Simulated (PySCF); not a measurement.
**`InChI=1S/C6H8O3/c1-2-8-5-3-4-9-6(5)7/h3-5H,2H2,1H3/t5-/m0/s1`**

Cartesian coordinates in Å; atom numbers follow the order of the lines, from 1:
```xyz
17

C     2.7569   -0.2395    0.4213
C     1.5295    0.1901   -0.3641
O     0.4020   -0.4579    0.2063
C    -0.8151   -0.1875   -0.4370
C    -1.9321   -1.0257    0.1112
C    -2.8816   -0.2124    0.5509
O    -2.5895    1.1207    0.3859
C    -1.3643    1.2325   -0.1806
O    -0.8504    2.2811   -0.4309
H     2.8702   -1.3193    0.3742
H     3.6426    0.2339    0.0074
H     2.6488    0.0518    1.4620
H     1.6227   -0.1050   -1.4210
H     1.4042    1.2781   -0.3185
H    -0.7058   -0.3201   -1.5307
H    -1.9127   -2.0945    0.1466
H    -3.8324   -0.4143    1.0069
```

Level of theory: PySCF 2.14.0, GIAO HF/pcSseg-1 magnetisability, rotational g tensor and spin-rotation constants, non-relativistic, gas phase. Geometry: GFN2-xTB.

Task: Give the nuclear spin-rotation constants along the inertial axes (H = +C I·J) beside the isotropic shieldings.

Result: Rotational constants 3.3310, 1.1236, 0.8989 GHz. A star marks the isotopologue with that one atom substituted, in its own axes.
```tsv
atom	isotope	Caa (kHz)	Cbb (kHz)	Ccc (kHz)	mean (kHz)	σ (ppm)
H10	1H	-0.325	0.011	-0.098	-0.137	30.6
H11	1H	-0.104	-0.078	-0.096	-0.093	31.1
H12	1H	-0.347	-0.131	0.022	-0.152	30.6
H13	1H	-0.305	-0.131	0.038	-0.133	28.9
H14	1H	-0.260	0.032	-0.081	-0.103	27.5
H15	1H	-0.329	-0.128	0.045	-0.137	27.9
H16	1H	-0.367	0.106	-0.108	-0.123	26.3
H17	1H	0.132	-0.077	-0.083	-0.009	25.1
C1	13C*	0.410	0.147	0.122	0.227	175.3
C2	13C*	0.607	0.225	0.183	0.338	132.0
O3	17O*	-0.246	-0.089	-0.059	-0.132	307.3
C4	13C*	0.649	0.247	0.185	0.361	124.2
C5	13C*	0.803	0.495	0.141	0.480	77.1
C6	13C*	1.001	0.542	0.196	0.580	39.7
O7	17O*	-0.552	-0.412	-0.128	-0.364	120.2
C8	13C*	1.720	0.351	0.270	0.780	11.8
O9	17O*	-1.762	-0.667	-0.114	-0.848	-114.1
```
For the geometry as given, no vibrational averaging.
